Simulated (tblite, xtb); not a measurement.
H$_{3}$Ga (SMILES [GaH3]), singlet, at a GFN2-xTB geometry (such geometries of metal compounds can be far from the true shape). Base run: GFN1-xTB in xtb.

Geometry (Å):
```xyz
4

Ga     0.0000     0.0000     0.0000
H      0.6622    -0.4276     1.3538
H     -0.3006     1.5114    -0.2820
H     -0.3616    -1.0838    -1.0718
```
All else is at xtb's defaults.
Base energy -2.93093 Eh.

Programs used: tblite, xtb; a row that names a program was run with it.

The base run was repeated with changes; each row names its change, and settings that it needs were set with it.

| change | ΔE vs base (mEh) | HOMO-LUMO gap (eV) | G_solv (kcal/mol) | SCF cycles |
|---|---|---|---|---|
| base | 0.000 | 7.06 | - | 9 |
| alpb = water | -3.748 | 7.08 | -2.36 | 8 |
| acc = 0.0001 | 0.000 | 7.06 | - | 10 |
| program = tblite; method = gfn1; option = (--efield, 0,0,0.1) | -0.050 | - | - | - |
| program = tblite; method = gfn1 | 0.000 | - | - | - |
| etemp = 10000 | -3.942 | 7.11 | - | 9 |
| alpb = toluene | -4.378 | 7.06 | -2.75 | 9 |
| program = tblite; method = gfn1; option = (--guess, eeq) | 0.000 | - | - | - |
| acc = 1000 | 0.000 | 7.06 | - | 6 |
| program = tblite; method = gfn1; option = --grad | 0.000 | - | - | - |
| file = coord | 0.000 | 7.06 | - | 9 |
| etemp = 3000 | 0.000 | 7.06 | - | 9 |
| program = tblite; method = gfn1; option = (--alpb, water) | -3.729 | - | - | - |

ALPB and GBSA are two models with their own fitted parameters for each solvent, which aren't always the measured dielectric constant.
